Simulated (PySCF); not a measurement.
## Molecular orbitals of FeI

HSE06 at R = 2.451 Å; PySCF, scalar-relativistic core potentials, basis sets Fe def2-TZVPP, I def2-TZVPP with ECP28. State: ⁴Δ (quartet), unpaired electrons π ↑↑, δ ↑. Only the outer orbitals are listed, counted within each symmetry, core potentials removing the inner ones.

```json
{"spin": "α", "orbital": "5π", "occ.": "1", "ε (eV)": "-8.96", "on Fe (%)": "93", "main shells (%)": "93 Fe d"}
{"spin": "α", "orbital": "5π", "occ.": "1", "ε (eV)": "-8.96", "on Fe (%)": "93", "main shells (%)": "93 Fe d"}
{"spin": "α", "orbital": "10σ", "occ.": "1", "ε (eV)": "-8.89", "on Fe (%)": "59", "main shells (%)": "54 Fe d, 38 I p"}
{"spin": "α", "orbital": "2δ", "occ.": "1", "ε (eV)": "-8.51", "on Fe (%)": "100", "main shells (%)": "100 Fe d"}
{"spin": "α", "orbital": "2δ", "occ.": "1", "ε (eV)": "-7.41", "on Fe (%)": "100", "main shells (%)": "100 Fe d"}
{"spin": "α", "orbital": "11σ", "occ.": "1", "ε (eV)": "-6.93", "on Fe (%)": "63", "main shells (%)": "42 Fe d, 37 I p, 18 Fe s"}
{"spin": "α", "orbital": "6π", "occ.": "1", "ε (eV)": "-6.51", "on Fe (%)": "10", "main shells (%)": "90 I p"}
{"spin": "α", "orbital": "6π", "occ.": "1", "ε (eV)": "-6.51", "on Fe (%)": "10", "main shells (%)": "90 I p"}
{"spin": "α", "orbital": "12σ", "occ.": "0", "ε (eV)": "-3.44", "on Fe (%)": "90", "main shells (%)": "67 Fe s, 22 Fe p, 10 I p"}
{"spin": "α", "orbital": "7π", "occ.": "0", "ε (eV)": "-0.14", "on Fe (%)": "93", "main shells (%)": "91 Fe p"}
{"spin": "α", "orbital": "7π", "occ.": "0", "ε (eV)": "-0.14", "on Fe (%)": "93", "main shells (%)": "91 Fe p"}
{"spin": "β", "orbital": "10σ", "occ.": "1", "ε (eV)": "-8.06", "on Fe (%)": "20", "main shells (%)": "78 I p, 10 Fe d, 8 Fe s"}
{"spin": "β", "orbital": "5π", "occ.": "1", "ε (eV)": "-6.75", "on Fe (%)": "6", "main shells (%)": "94 I p"}
{"spin": "β", "orbital": "5π", "occ.": "1", "ε (eV)": "-6.75", "on Fe (%)": "6", "main shells (%)": "94 I p"}
{"spin": "β", "orbital": "2δ", "occ.": "1", "ε (eV)": "-5.67", "on Fe (%)": "100", "main shells (%)": "100 Fe d"}
{"spin": "β", "orbital": "11σ", "occ.": "1", "ε (eV)": "-5.18", "on Fe (%)": "97", "main shells (%)": "65 Fe d, 32 Fe s"}
{"spin": "β", "orbital": "12σ", "occ.": "0", "ε (eV)": "-2.66", "on Fe (%)": "90", "main shells (%)": "49 Fe s, 22 Fe p, 20 Fe d"}
{"spin": "β", "orbital": "6π", "occ.": "0", "ε (eV)": "-1.10", "on Fe (%)": "96", "main shells (%)": "89 Fe d"}
{"spin": "β", "orbital": "6π", "occ.": "0", "ε (eV)": "-1.10", "on Fe (%)": "96", "main shells (%)": "89 Fe d"}
```

Task: Which are the highest filled and the lowest empty level, where do they sit, and how wide is the gap?

Result: Highest filled β 11σ at -5.18 eV (in %: 65 Fe d, 32 Fe s); lowest empty α 12σ at -3.44 eV (in %: 67 Fe s, 22 Fe p, 10 I p); the gap at HSE06 is 1.74 eV.

* bond order (Mayer): 1.11
* ⟨S²⟩: 3.895
* charge on Fe (Mulliken, basis-dependent): 0.38
* charge on Fe (Löwdin, basis-dependent): -0.10
* dipole moment (positive dipole means Fe(−)I(+)): -4.73 D

Spin–orbit coupling is left out. With d or f electrons several states lie close, and the lowest PBE0 determinant need not be the measured ground state.
